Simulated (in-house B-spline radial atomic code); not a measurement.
**O III (O2+): [He] 2s2 2p2**

Method: non-relativistic AM05, spin-polarised, spherical fractional occupations, point nucleus. Calculated with an all-electron radial atomic-structure program (B-spline basis).

Effective charges: Z_r = [3n² - l(l+1)]/(2<r>) from the radius, Z_e = n√(-2ε) from the energy, and Slater's rules. Values are occupation-weighted means over spin.

```tsv
shell	electrons	ε (eV)	<r> (bohr)	Z_r	Z_e	Slater
1s	2	-553.19	0.2002	7.49	6.38	7.70
2s	2	-57.378	1.037	5.79	4.11	5.25
2p	2	-44.973	0.9866	5.07	3.64	5.25
```

The least bound orbital is 2p up at -44.97 eV, while the most diffuse is 2s down (<r> = 1.051 bohr against 0.9866 bohr): energy order and size order differ.
